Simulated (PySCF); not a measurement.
Cl2OTi, charge +1, multiplicity 2. Atoms are numbered in the order given.

```xyz
4

Ti    -0.8161     0.4190     0.0000
Cl     0.9584    -0.0985     1.3413
Cl     0.9584    -0.0985    -1.3413
O     -1.8290    -0.7335     0.0000
```
Charge +1, spin multiplicity 2.

Geometry optimised at ωB97X-D3(BJ)/def2-SVP. The multiplicity is an assumed one; other spin states were not compared. The isomer is the one that the SMILES or the coordinates give; other isomers of the formula were not compared.

Calculation: PBE/def2-TZVPD in PySCF.

Mulliken values depend strongly on the basis, most of all with diffuse functions as here. ESP charges are fitted to the potential on shells at 1.4 to 2.0 van der Waals radii. Atomic charges (e):

```json
[
 {"atom": "Ti1", "ESP fit": "1.36", "meta-Löwdin": "1.21", "Mulliken": "1.37", "Mulliken spin": "-0.04"},
 {"atom": "Cl2", "ESP fit": "0.01", "meta-Löwdin": "-0.01", "Mulliken": "0.02", "Mulliken spin": "0.52"},
 {"atom": "Cl3", "ESP fit": "0.01", "meta-Löwdin": "-0.01", "Mulliken": "0.02", "Mulliken spin": "0.52"},
 {"atom": "O4", "ESP fit": "-0.38", "meta-Löwdin": "-0.20", "Mulliken": "-0.41", "Mulliken spin": "0.00"}
]
```
